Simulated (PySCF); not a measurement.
**Electronic structure of Cl²⁺ (chlorine, charge +2) at the r2SCAN level**

Configuration: [Ne] 3s1 3p3 4s1, high-spin 6S determinant (an excited configuration). Computed with PySCF 2.14 in x2c-QZVPPall with one added diffuse shell each of s, p, d, f type (10s7p5d3f1g, 86 functions), with scalar relativity by spin-free X2C-1e.

| Item | Value |
| --- | --- |
| Total energy | -459.1114 hartree |
| One-electron energy | -615.3253 hartree |
| Hartree (Coulomb) energy | 183.6599 hartree |
| Exchange-correlation energy | -27.4460 hartree |
| ⟨S²⟩ | 8.7501 |
| ⟨L²⟩ | 0.000 |
| Sum of ⟨r⟩ | 12.96 bohr |
| Sum of ⟨r²⟩ | 25.90 bohr² |
| Langevin diamagnetic susceptibility | -20.5 ×10⁻⁶ cm³/mol |

```
shell  electrons  mean orbital energy (hartree)  rms radius, mean of both spins (bohr)
 1s α          1                     -102.99878                                  0.105
 1s β          1                     -102.95115                                  0.105
 2s α          1                      -10.82966                                  0.481
 2s β          1                      -10.79969                                  0.481
 2p α          3                       -8.52122                                  0.452
 2p β          3                       -8.46697                                  0.452
 3s α          1                       -2.01588                                   1.49
 3p α          3                       -1.47878                                   1.63
 4s α          1                       -0.57316                                   3.74
```

The outer electron is Rydberg-like, and this basis confines it to a smaller radius and binds it less than a complete one would.

Densities and radii are taken from the X2C orbitals without a picture-change correction, which distorts them close to the nucleus.
